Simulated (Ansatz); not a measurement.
C2H6S2Si (`[SiH3]S/C=C/S`), relaxed with RKS PBE-D4/def2-SVP in the Gaussian-basis code of Ansatz from a rough embedded geometry. The force threshold is 0.03 eV/Å; the program also tests the step.

Total charge 0; spin multiplicity 1.

Start:

```xyz
11

Si   -2.019   -0.672    1.316
S    -0.710   -1.087   -0.259
C     0.431    0.228   -0.234
C     1.481    0.210   -1.201
S     2.597    1.547   -1.187
H    -3.061   -1.740    1.479
H    -1.223   -0.635    2.620
H    -2.635    0.629    1.144
H     0.339    0.948    0.490
H     1.507   -0.543   -1.931
H     3.291    1.115   -2.237
```

Problem. How much energy does the relaxation release, and in how many steps? (Best estimate.)

Solution. Ansatz gave: 11.32 kcal/mol, in 6 steps.

Problem. Which bonds change most? (An estimate is asked.)

Solution. Computed: C3–H9 from 1.026 to 1.104 Å; C3–C4 from 1.427 to 1.353 Å; Si1–S2 from 2.089 to 2.160 Å; Si1–H8 from 1.449 to 1.505 Å.

Problem. Give the relaxed structure. (Best estimate.)

Solution. The calculation gave: 
```xyz
11

Si   -2.000   -0.646    1.368
S    -0.746   -1.178   -0.308
C     0.430    0.154   -0.268
C     1.426    0.248   -1.180
S     2.609    1.563   -1.176
H    -3.010   -1.753    1.444
H    -1.207   -0.568    2.644
H    -2.690    0.675    1.152
H     0.325    0.906    0.533
H     1.530   -0.506   -1.977
H     3.332    1.104   -2.232
```
